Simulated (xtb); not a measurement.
xtb input (GFN2-xTB):

```bash
xtb mol.xyz --gfn 2 --sp --chrg 0 --uhf 0
```
mol.xyz:
```
19

C     -0.16011550    -1.76559779     0.07275082
C      0.88619024    -1.26299646    -0.93508592
C      1.78150620    -0.13346826    -0.41227969
C      1.12465471     1.23260967    -0.24991192
S     -0.29438915     1.32420972     0.89002377
C     -1.52905499     0.43668750    -0.11223599
C     -1.53349308    -1.08750242     0.02261434
H      0.25139118    -1.65742150     1.07864905
H     -0.31865902    -2.83656754    -0.07642227
H      0.40195250    -0.95641148    -1.86873542
H      1.53986442    -2.09735269    -1.20036669
H      2.62601326    -0.00680523    -1.09904974
H      2.20530425    -0.44024769     0.54810666
H      1.84817180     1.94675039     0.14676705
H      0.79073323     1.61714382    -1.21723018
H     -2.49991489     0.83976301     0.17789103
H     -1.36211773     0.73744882    -1.14809210
H     -2.10664276    -1.48639688    -0.82176456
H     -2.08399501    -1.36565211     0.92475678
```

Output:

```
           -------------------------------------------------
          |                Calculation Setup                |
           -------------------------------------------------

           -------------------------------------------------
          |                 G F N 2 - x T B                 |
           -------------------------------------------------

        Reference                      10.1021/acs.jctc.8b01176
      * Hamiltonian:
        H0-scaling (s, p, d)           1.850000    2.230000    2.230000
        zeta-weighting                 0.500000
      * Dispersion:
        s8                             2.700000
        a1                             0.520000
        a2                             5.000000
        s9                             5.000000
      * Repulsion:
        kExp                           1.500000    1.000000
        rExp                           1.000000
      * Coulomb:
        alpha                          2.000000
        third order                    shell-resolved
        anisotropic                    true
        a3                             3.000000
        a5                             4.000000
        cn-shift                       1.200000
        cn-exp                         4.000000
        max-rad                        5.000000

          ...................................................
          :                      SETUP                      :
          :.................................................:
          :  # basis functions                  46          :
          :  # atomic orbitals                  45          :
          :  # shells                           27          :
          :  # electrons                        42          :
          :  max. iterations                   250          :
          :  Hamiltonian                  GFN2-xTB          :
          :  restarted?                      false          :
          :  GBSA solvation                  false          :
          :  PC potential                    false          :
          :  electronic temp.          300.0000000     K    :
          :  accuracy                    1.0000000          :
          :  -> integral cutoff          0.2500000E+02      :
          :  -> integral neglect         0.1000000E-07      :
          :  -> SCF convergence          0.1000000E-05 Eh   :
          :  -> wf. convergence          0.1000000E-03 e    :
          :  Broyden damping             0.4000000          :
          :  net charge                          0          :
          :  unpaired electrons                  0          :
          ...................................................

 iter      E             dE          RMSdq      gap      omega  full diag
   1    -22.4370276 -0.224370E+02  0.348E+00    5.12       0.0  T
   2    -22.4914308 -0.544032E-01  0.199E+00    4.56       1.0  T
   3    -22.4929482 -0.151737E-02  0.828E-01    4.43       1.0  T
   4    -22.4933768 -0.428546E-03  0.268E-01    4.30       1.0  T
   5    -22.4934112 -0.344247E-04  0.105E-01    4.31       1.0  T
   6    -22.4934265 -0.153105E-04  0.269E-02    4.31       1.0  T
   7    -22.4934269 -0.439486E-06  0.766E-03    4.31       3.0  T
   8    -22.4934271 -0.151219E-06  0.250E-03    4.31       9.2  T
   9    -22.4934271 -0.643709E-08  0.619E-04    4.31      37.1  T
  10    -22.4934271 -0.329013E-09  0.298E-04    4.31      76.9  T

   *** convergence criteria satisfied after 10 iterations ***

         #    Occupation            Energy/Eh            Energy/eV
      -------------------------------------------------------------
         1        2.0000           -0.6997716             -19.0418
       ...           ...                  ...                  ...
        15        2.0000           -0.4653015             -12.6615
        16        2.0000           -0.4440590             -12.0835
        17        2.0000           -0.4407532             -11.9935
        18        2.0000           -0.4305378             -11.7155
        19        2.0000           -0.4279923             -11.6463
        20        2.0000           -0.4213532             -11.4656
        21        2.0000           -0.3505791              -9.5397 (HOMO)
        22                         -0.1922302              -5.2308 (LUMO)
        23                         -0.1298025              -3.5321
        24                         -0.0023583              -0.0642
        25                          0.0040233               0.1095
        26                          0.0234375               0.6378
       ...                                ...                  ...
        45                          0.4272306              11.6255
      -------------------------------------------------------------
                  HL-Gap            0.1583489 Eh            4.3089 eV
             Fermi-level           -0.2714046 Eh           -7.3853 eV

 SCC (total)                   0 d,  0 h,  0 min,  0.010 sec
 SCC setup                      ...        0 min,  0.000 sec (  1.081%)
 Dispersion                     ...        0 min,  0.000 sec (  1.145%)
 classical contributions        ...        0 min,  0.000 sec (  0.295%)
 integral evaluation            ...        0 min,  0.002 sec ( 15.672%)
 iterations                     ...        0 min,  0.005 sec ( 45.213%)
 molecular gradient             ...        0 min,  0.004 sec ( 35.505%)
 printout                       ...        0 min,  0.000 sec (  0.934%)

         :::::::::::::::::::::::::::::::::::::::::::::::::::::
         ::                     SUMMARY                     ::
         :::::::::::::::::::::::::::::::::::::::::::::::::::::
         :: total energy             -22.215477341300 Eh    ::
         :: gradient norm              0.013544588420 Eh/a0 ::
         :: HOMO-LUMO gap              4.308892991326 eV    ::
         ::.................................................::
         :: SCC energy               -22.493367605759 Eh    ::
         :: -> isotropic ES            0.004567152036 Eh    ::
         :: -> anisotropic ES          0.004298762928 Eh    ::
         :: -> anisotropic XC          0.014222351025 Eh    ::
         :: -> dispersion             -0.014633831769 Eh    ::
         :: repulsion energy           0.277890264459 Eh    ::
         :: add. restraining           0.000000000000 Eh    ::
         :: total charge              -0.000000000000 e     ::
         :::::::::::::::::::::::::::::::::::::::::::::::::::::

           -------------------------------------------------
          |                Property Printout                |
           -------------------------------------------------

    * Orbital Energies and Occupations

         #    Occupation            Energy/Eh            Energy/eV
      -------------------------------------------------------------
         1        2.0000           -0.6997716             -19.0418
       ...           ...                  ...                  ...
         9        2.0000           -0.5196288             -14.1398
        10        2.0000           -0.5162792             -14.0487
        11        2.0000           -0.5005890             -13.6217
        12        2.0000           -0.4960989             -13.4995
        13        2.0000           -0.4763028             -12.9609
        14        2.0000           -0.4733509             -12.8805
        15        2.0000           -0.4653015             -12.6615
        16        2.0000           -0.4440590             -12.0835
        17        2.0000           -0.4407532             -11.9935
        18        2.0000           -0.4305378             -11.7155
        19        2.0000           -0.4279923             -11.6463
        20        2.0000           -0.4213532             -11.4656
        21        2.0000           -0.3505791              -9.5397 (HOMO)
        22                         -0.1922302              -5.2308 (LUMO)
        23                         -0.1298025              -3.5321
        24                         -0.0023583              -0.0642
        25                          0.0040233               0.1095
        26                          0.0234375               0.6378
        27                          0.0626844               1.7057
        28                          0.0766456               2.0856
        29                          0.0857164               2.3325
        30                          0.0933068               2.5390
        31                          0.1171642               3.1882
        32                          0.1465722               3.9884
       ...                                ...                  ...
        45                          0.4272306              11.6255
      -------------------------------------------------------------
                  HL-Gap            0.1583489 Eh            4.3089 eV
             Fermi-level           -0.2714046 Eh           -7.3853 eV

     #   Z          covCN         q      C6AA      α(0)
     1   6 C        3.799    -0.053    21.535     6.608
     2   6 C        3.798    -0.052    21.509     6.604
     3   6 C        3.812    -0.054    21.537     6.606
     4   6 C        3.793    -0.000    20.592     6.462
     5  16 S        1.966    -0.218   150.374    20.639
     6   6 C        3.793     0.001    20.580     6.460
     7   6 C        3.812    -0.053    21.525     6.604
     8   1 H        0.924     0.044     2.401     2.423
     9   1 H        0.924     0.028     2.611     2.527
    10   1 H        0.924     0.032     2.562     2.503
    11   1 H        0.924     0.029     2.597     2.520
    12   1 H        0.924     0.031     2.568     2.506
    13   1 H        0.924     0.041     2.433     2.439
    14   1 H        0.925     0.045     2.383     2.414
    15   1 H        0.924     0.034     2.524     2.485
    16   1 H        0.925     0.042     2.420     2.433
    17   1 H        0.925     0.037     2.488     2.467
    18   1 H        0.924     0.030     2.590     2.517
    19   1 H        0.924     0.037     2.491     2.468

 Mol. C6AA /au·bohr⁶  :       3451.540835
 Mol. C8AA /au·bohr⁸  :      89807.802251
 Mol. α(0) /au        :         89.682852

Wiberg/Mayer (AO) data.
largest (>0.10) Wiberg bond orders for each atom

 ---------------------------------------------------------------------------
     #   Z sym  total        # sym  WBO       # sym  WBO       # sym  WBO
 ---------------------------------------------------------------------------
     1   6 C    3.996 --     7 C    1.007     2 C    1.006     9 H    0.978
                             8 H    0.977
     2   6 C    3.997 --     3 C    1.008     1 C    1.006    11 H    0.978
                            10 H    0.976
     3   6 C    3.996 --     4 C    1.012     2 C    1.008    13 H    0.976
                            12 H    0.970
     4   6 C    3.981 --     3 C    1.012     5 S    0.992    15 H    0.973
                            14 H    0.972
     5  16 S    2.087 --     4 C    0.992     6 C    0.991
     6   6 C    3.981 --     7 C    1.008     5 S    0.991    16 H    0.974
                            17 H    0.974
     7   6 C    3.996 --     6 C    1.008     1 C    1.007    19 H    0.979
                            18 H    0.972
     8   1 H    0.998 --     1 C    0.977
     9   1 H    0.999 --     1 C    0.978
    10   1 H    0.999 --     2 C    0.976
    11   1 H    0.999 --     2 C    0.978
    12   1 H    0.999 --     3 C    0.970
    13   1 H    0.998 --     3 C    0.976
    14   1 H    0.998 --     4 C    0.972
    15   1 H    0.999 --     4 C    0.973
    16   1 H    0.998 --     6 C    0.974
    17   1 H    0.999 --     6 C    0.974
    18   1 H    0.999 --     7 C    0.972
    19   1 H    0.999 --     7 C    0.979
 ---------------------------------------------------------------------------

Topologies differ in total number of bonds
Note: The following floating-point exceptions are signalling: IEEE_UNDERFLOW_FLAG IEEE_DENORMAL
normal termination of xtb
Writing topology from bond orders to xtbtopo.mol

molecular dipole:
                 x           y           z       tot (Debye)
 q only:        0.112      -0.406      -0.474
   full:        0.128      -0.544      -0.858       2.604
molecular quadrupole (traceless):
                xx          xy          yy          xz          yz          zz
 q only:        2.564       1.016      -1.063       0.190      -1.900      -1.501
  q+dip:        3.219       1.206      -1.899       0.856      -3.980      -1.320
   full:        3.959       1.615      -2.137       0.548      -3.482      -1.822

           -------------------------------------------------
          | TOTAL ENERGY              -22.215477341300 Eh   |
          | GRADIENT NORM               0.013544588420 Eh/α |
          | HOMO-LUMO GAP               4.308892991326 eV   |
           -------------------------------------------------

------------------------------------------------------------------------
------------------------------------------------------------------------
 total:
 SCF:
```
